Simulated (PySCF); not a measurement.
B(H)(OH)(OEt), SMILES CCOBO (C2H7BO2), B3LYP/def2-SVP optimised geometry.

```
12

B     -0.69     0.47     0.00
H     -1.24     1.55     0.00
O     -1.38    -0.71     0.00
H     -2.33    -0.58     0.02
O      0.66     0.47     0.00
C      1.44    -0.72     0.00
C      1.86    -1.10    -1.41
H      2.33    -0.52     0.62
H      0.88    -1.55     0.47
H      2.40    -0.27    -1.90
H      2.53    -1.98    -1.39
H      0.99    -1.35    -2.03
```

Density from B3LYP/def2-TZVP in PySCF at that geometry.

Minimum of the electron density along straight lines between bonded atoms, close to the bond critical point (lines longer than 1.1 times the sum of covalent radii, or with two minima, are not listed):

```json
[
 {"bond": "B1–H2", "length / Å": "1.210", "ρ at the minimum / e bohr⁻³": "(withheld)", "∇²ρ there / e bohr⁻⁵": "-0.42", "position (fraction from the first atom)": "0.44"},
 {"bond": "B1–O3", "length / Å": "1.365", "ρ at the minimum / e bohr⁻³": "0.208", "∇²ρ there / e bohr⁻⁵": "0.89", "position (fraction from the first atom)": "0.33"},
 {"bond": "O3–H4", "length / Å": "0.963", "ρ at the minimum / e bohr⁻³": "0.358", "∇²ρ there / e bohr⁻⁵": "(withheld)", "position (fraction from the first atom)": "0.80"},
 {"bond": "B1–O5", "length / Å": "1.351", "ρ at the minimum / e bohr⁻³": "0.214", "∇²ρ there / e bohr⁻⁵": "0.96", "position (fraction from the first atom)": "0.33"},
 {"bond": "O5–C6", "length / Å": "1.426", "ρ at the minimum / e bohr⁻³": "0.250", "∇²ρ there / e bohr⁻⁵": "(withheld)", "position (fraction from the first atom)": "0.64"},
 {"bond": "C6–C7", "length / Å": "1.521", "ρ at the minimum / e bohr⁻³": "0.254", "∇²ρ there / e bohr⁻⁵": "-0.66", "position (fraction from the first atom)": "0.51"},
 {"bond": "C6–H8", "length / Å": "1.102", "ρ at the minimum / e bohr⁻³": "0.282", "∇²ρ there / e bohr⁻⁵": "-0.99", "position (fraction from the first atom)": "0.65"},
 {"bond": "C6–H9", "length / Å": "1.102", "ρ at the minimum / e bohr⁻³": "0.283", "∇²ρ there / e bohr⁻⁵": "-0.99", "position (fraction from the first atom)": "0.65"},
 {"bond": "C7–H10", "length / Å": "1.101", "ρ at the minimum / e bohr⁻³": "0.273", "∇²ρ there / e bohr⁻⁵": "-0.92", "position (fraction from the first atom)": "0.64"},
 {"bond": "C7–H11", "length / Å": "1.102", "ρ at the minimum / e bohr⁻³": "0.271", "∇²ρ there / e bohr⁻⁵": "-0.91", "position (fraction from the first atom)": "0.64"},
 {"bond": "C7–H12", "length / Å": "1.101", "ρ at the minimum / e bohr⁻³": "0.273", "∇²ρ there / e bohr⁻⁵": "-0.92", "position (fraction from the first atom)": "0.64"}
]
```

**Question.** Some entries are withheld; supply them.

**Answer.** 
- B1–H2, ρ at the minimum / e bohr⁻³: 0.183
- O3–H4, ∇²ρ there / e bohr⁻⁵: -2.43
- O5–C6, ∇²ρ there / e bohr⁻⁵: -0.53
